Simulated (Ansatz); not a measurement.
Reaction (substitution at a C–S bond): `NC(O)S[SiH3]` + `B[SeH]` → `B[Se]C(N)O` + `[SiH3]S`

Gas-phase electronic energies from Ansatz, PBE0-D4/def2-TZVP geometries. CBS: MP2 limit from def2 TZ/QZ plus the TZ coupled-cluster correction, frozen cores. Functionals use def2-TZVPP. B3LYP here is the variant with VWN-RPA as its local correlation; programs differ in this. For Se outer-core shells are correlated without core-valence functions, which leaves a few kJ/mol of doubt a bond. Scalar relativity is left out up to krypton. One conformer a species, not always the lowest.

Is it downhill or uphill in electronic energy at CCSD(T)/CBS, and by how much? (An estimate is asked.)

Computed: Nearly level: ΔE = -1.7 kJ/mol.

What do these levels give: PBE-D4, B3LYP-D4, ωB97X-V, ωB97M-V, PBE, PBE0, B3LYP, HF/def2-TZVPP, MP2/def2-TZVPP, CCSD(T)/def2-TZVPP, MP2/def2-QZVPP, SCS-MP2/def2-QZVPP? (Estimate.)

Computed: PBE-D4 -5.6, B3LYP-D4 -1.9, ωB97X-V 1.3, ωB97M-V 0.5, PBE -6.1, PBE0 -2.1, B3LYP -2.6, HF/def2-TZVPP 9.8, MP2/def2-TZVPP -4.5, CCSD(T)/def2-TZVPP -3.8, MP2/def2-QZVPP -3.1, SCS-MP2/def2-QZVPP -1.1 kJ/mol.

Largest T1 diagnostic among the species: 0.013.

In def2-TZVPP, CCSD(T) changes the Hartree–Fock value by −13.6 kJ/mol (the triples alone add −1.9 kJ/mol) and MP2 by −14.2 kJ/mol. From PBE to PBE0 (25 % exact exchange), in def2-TZVPP and without D4, ΔE moves by +3.9 kJ/mol.
